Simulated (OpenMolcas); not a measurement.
# Worked example: vertical ionisation energy of As4 (arsenic tetramer)

As4: 4 atoms, total charge 0, spin state singlet. As SMILES, `[As]12[As]3[As]1[As]23`. The shape is that of a PBE0-D4/def2-TZVP optimisation.

Both states at this one shape; open shells run unrestricted unless said. 1 Eh = 27.2114 eV.

| level | program | singlet As4 (Eh) | doublet [As4]+ (Eh) | HOMO of the first (eV) |
| --- | --- | --- | --- | --- |
| HF/cc-pVDZ | OpenMolcas | -8936.762920 | -8936.459203 | -8.92 |
| TPSS/cc-pVDZ | OpenMolcas | -8943.329274 | -8943.003954 | -6.13 |

**Question.** Work out the vertical ionisation energy at each level.

**Answer.** 
1. HF/cc-pVDZ: -8936.459203 − (-8936.762920) = 0.303717 Eh = 8.26 eV; −ε(HOMO) = 8.92 eV.
2. TPSS/cc-pVDZ: -8943.003954 − (-8943.329274) = 0.325320 Eh = 8.85 eV; −ε(HOMO) = 6.13 eV.

No measured value is set beside it here; the levels span 8.26 to 8.85 eV. In Hartree–Fock, −ε(HOMO) (Koopmans) exceeds the difference of totals by the orbital relaxation of the ion. In semi-local functionals −ε(HOMO) lies far under the ionisation energy, a result of self-interaction, while the difference of totals does much better. Hartree–Fock favours the state with fewer electron pairs, since it lacks pair correlation. All-electron rows are non-relativistic unless named.
